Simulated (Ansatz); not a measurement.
`CC[SiH2]P` + CH₃OH → `COC[SiH2]P` + CH₄  (substitution at a C–C bond)

Isolated molecules relaxed with PBE0-D4/def2-TZVP in Ansatz; ΔE leaves out vibrations. CCSD(T)/CBS adds triple-zeta CCSD(T) − MP2 to the extrapolated MP2 energy (def2 sets, frozen cores). This one scheme is used for every species. Each species was taken in one conformer, which may not be the lowest.

```
     species  CCSD/CBS(def2) energy (Eh)
 `CC[SiH2]P`                  -711.51621
       CH₃OH                  -115.60252
`COC[SiH2]P`                  -786.64783
         CH₄                   -40.45584
```

Work out ΔE.

ΔE = (-786.64783) + (-40.45584) − (-711.51621) − (-115.60252) = 0.01506 Eh = +9.5 kcal/mol. CCSD(T)/CBS gives +9.3 kcal/mol.

Largest T1 diagnostic among the species: 0.012.

From PBE to PBE0 (25 % exact exchange), in def2-TZVPP and without D4, ΔE moves by +1.1 kcal/mol. In def2-TZVPP, CCSD(T) changes the Hartree–Fock value by +1.1 kcal/mol (the triples alone add −0.2 kcal/mol) and MP2 by +2.1 kcal/mol.
